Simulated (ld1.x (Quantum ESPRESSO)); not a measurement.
# nitrogen: excitation energies, all-electron against PAW

```
Element                 : N
Generator               : ld1.x (Quantum ESPRESSO) 7.5
Type                    : PAW
Functional              : PBEsol
Relativity              : non-relativistic
Frozen core             : [He]
Valence charge          : 5
Reference configuration : 2s1.75 2p3.25
Partial waves           : 2s (bound): rcut 0.95, rcutus 1.00 bohr; 2s channel at -0.95 Ry: rcut 0.95, rcutus 1.00 bohr; 2p (bound): rcut 1.40, rcutus 1.85 bohr; 2p channel at 3.25 Ry: rcut 1.40, rcutus 1.85 bohr; 3d channel at 0.4 Ry: rcut 1.45, rcutus 1.75 bohr
Local potential         : all-electron potential smoothed inside 1.55 bohr (lloc = -2)
Core correction         : Bessel-smoothed model core inside 0.85 bohr
Augmentation charge     : PSQ, radius 0.95 bohr
```

Energies are relative to the spin-unpolarised reference configuration 2s1.75 2p3.25; without spin polarisation the order of configurations can differ from experiment.

| valence configuration | charge | ΔE all-electron (eV) | error AE − PS (meV) |
| --- | --- | --- | --- |
| 2s2 2p3 | 0 | -2.848 | 0.0 |
| 2s2 2p1 | +2 | 39.420 | -1.3 |
| 2s0 2p5 | 0 | 19.987 | -1.2 |
| 2s1 2p0 | +4 | 163.775 | -31 |
| 2s2 2p2.5 | +0.5 | 2.217 | -0.3 |

(1) What are ΔE and the potential's error for 2s2 2p2?

(2) What are ΔE and the potential's error for 2s2 2p0?

## Answers

(1) ΔE = 10.678 eV all-electron; the error (AE − PS) is -0.7 meV.

(2) ΔE = 86.307 eV all-electron; the error (AE − PS) is -4.8 meV.
